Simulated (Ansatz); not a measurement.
Geometry optimisation, RKS B3LYP/def2-SVP in Ansatz 0.2.0.

Input file:

```yaml
crystal:
  periodic: [false, false, false]
  atoms:
    - { symbol: Ge, position_ang: [0.0, 0.0, 0.0] }
    - { symbol: Cl, position_ang: [0.0, 0.0, 2.57] }
    - { symbol: O, position_ang: [1.6691, 0.0, -0.5894] }
    - { symbol: H, position_ang: [1.9855, -0.9521, -0.7061] }
    - { symbol: O, position_ang: [-0.8337, 1.4443, -0.5894] }
    - { symbol: H, position_ang: [-1.7915, 1.2136, -0.8118] }
    - { symbol: H, position_ang: [-0.73, -1.2648, -0.5162] }
    - { symbol: Br, position_ang: [1.416, 2.1354, 0.8514] }
    - { symbol: H, position_ang: [0.8044, 1.2131, 2.1355] }
basis:
  gaussian: { orbitals: def2-SVP }
hamiltonian:
  xc: b3lyp
relax:
  f_tol: 0.15
  max_steps: 25
  restrain:
    - { distance: [0, 7], at: 2.4, k: 30.0 }
    - { distance: [8, 1], at: 1.37, k: 30.0 }
    - { distance: [0, 1], at: 3.42, k: 30.0 }
    - { distance: [8, 7], at: 2.75, k: 30.0 }
```

Command:

```bash
$ ansatz run input.yaml --threads 4 --pin off --max-ram 5120MiB --backend cpu --events-out ev --progress --plain --runs-dir out
```

Where does it end, and by what steps?

The forces met the threshold. The restraints hold the end off the free minimum; the threshold counts their pulls, which the force column leaves out. Restrained pairs: Ge1–Br8 (2.70 → 2.39 Å), Cl2–H9 (1.52 → 1.34 Å), Ge1–Cl2 (2.57 → 3.43 Å), Br8–H9 (1.70 → 2.75 Å). After 21 steps the energy has fallen by 2.440 eV (the restraints' own energy left out); H7 moved furthest, 1.62 Å.

```json
{"step": "0", "energy less start (eV)": "0.0000", "largest force component (eV/Å)": "3.516", "accepted": "yes"}
{"step": "1", "energy less start (eV)": "0.2501", "largest force component (eV/Å)": "2.797", "accepted": "yes"}
{"step": "2", "energy less start (eV)": "0.3494", "largest force component (eV/Å)": "2.147", "accepted": "yes"}
{"step": "3", "energy less start (eV)": "-0.2436", "largest force component (eV/Å)": "1.268", "accepted": "yes"}
{"step": "4", "energy less start (eV)": "-0.8700", "largest force component (eV/Å)": "0.739", "accepted": "yes"}
{"step": "5", "energy less start (eV)": "-1.1972", "largest force component (eV/Å)": "0.835", "accepted": "yes"}
{"step": "6", "energy less start (eV)": "-1.5033", "largest force component (eV/Å)": "0.863", "accepted": "yes"}
{"step": "7", "energy less start (eV)": "-1.7625", "largest force component (eV/Å)": "0.893", "accepted": "yes"}
{"step": "8", "energy less start (eV)": "-1.9670", "largest force component (eV/Å)": "0.919", "accepted": "yes"}
{"step": "9", "energy less start (eV)": "-2.0682", "largest force component (eV/Å)": "0.892", "accepted": "yes"}
{"step": "10", "energy less start (eV)": "-2.1023", "largest force component (eV/Å)": "0.870", "accepted": "yes"}
{"step": "11", "energy less start (eV)": "-2.1170", "largest force component (eV/Å)": "1.085", "accepted": "yes"}
{"step": "12", "energy less start (eV)": "-2.1369", "largest force component (eV/Å)": "1.264", "accepted": "yes"}
{"step": "13", "energy less start (eV)": "-2.2403", "largest force component (eV/Å)": "1.081", "accepted": "yes"}
{"step": "14", "energy less start (eV)": "-2.2865", "largest force component (eV/Å)": "0.948", "accepted": "yes"}
{"step": "15", "energy less start (eV)": "-2.3214", "largest force component (eV/Å)": "1.041", "accepted": "yes"}
{"step": "16", "energy less start (eV)": "-2.3750", "largest force component (eV/Å)": "1.019", "accepted": "yes"}
{"step": "17", "energy less start (eV)": "-2.4103", "largest force component (eV/Å)": "0.935", "accepted": "yes"}
{"step": "18", "energy less start (eV)": "-2.4328", "largest force component (eV/Å)": "0.895", "accepted": "yes"}
{"step": "19", "energy less start (eV)": "-2.4344", "largest force component (eV/Å)": "0.876", "accepted": "yes"}
{"step": "20", "energy less start (eV)": "-2.4153", "largest force component (eV/Å)": "1.181", "accepted": "no"}
{"step": "21", "energy less start (eV)": "-2.4403", "largest force component (eV/Å)": "0.841", "accepted": "yes"}
```

```xyz
9
Properties=species:S:1:pos:R:3
Ge 0.543 0.082 -0.249
Cl -1.296 0.668 2.587
O 1.239 -0.232 -1.841
H 2.194 -0.392 -1.820
O -0.966 0.888 -0.647
H -1.494 1.055 0.149
H 0.425 -1.178 0.617
Br 2.010 1.567 0.920
H -0.135 1.330 2.628
```

The run took 41 s on 4 threads of Intel(R) Xeon(R) 6975P-C (Granite Rapids), on a shared host, peak memory 0.41 GiB.
